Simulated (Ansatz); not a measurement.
`[SiH3][O][Ge][O][SiH3]`, relaxed with RKS PBE-D4/def2-SVP in Ansatz 0.2.0 from a rough embedded geometry. The force threshold is 0.03 eV/Å; the program also tests the step.

The species carries charge 0 and has multiplicity 1.

Start:

```xyz
11

Si    0.218    1.645    1.307
O    -0.372    0.143    1.701
Ge    0.764   -1.034    0.939
O    -0.137   -2.222    0.038
Si   -0.374   -1.430   -1.547
H     1.616    1.873    1.815
H     0.286    1.813   -0.176
H    -0.600    2.725    1.847
H     0.907   -1.023   -2.109
H    -1.097   -2.306   -2.450
H    -1.211   -0.184   -1.365
```

Task: How much energy does the relaxation release, and in how many steps? (Estimate.)

Result: Computed: 122.31 kJ/mol, in 21 steps.

Task: Which bonds change most? (An estimate is asked.)

Result: Ansatz gave: O4–Si5 from 1.787 to 1.697 Å; Ge3–O4 from 1.741 to 1.802 Å; Si5–H10 from 1.451 to 1.502 Å; Si5–H9 from 1.456 to 1.504 Å.

Task: Give the relaxed structure. (Best estimate.)

Result: Ansatz gave: 
```xyz
11

Si    0.487    1.901    1.267
O     0.327    0.312    0.739
Ge    0.697   -1.377    1.328
O     0.058   -2.213   -0.133
Si   -0.635   -1.570   -1.543
H     1.182    1.959    2.606
H     1.296    2.680    0.267
H    -0.874    2.525    1.400
H     0.332   -0.675   -2.269
H    -0.975   -2.735   -2.427
H    -1.894   -0.808   -1.235
```
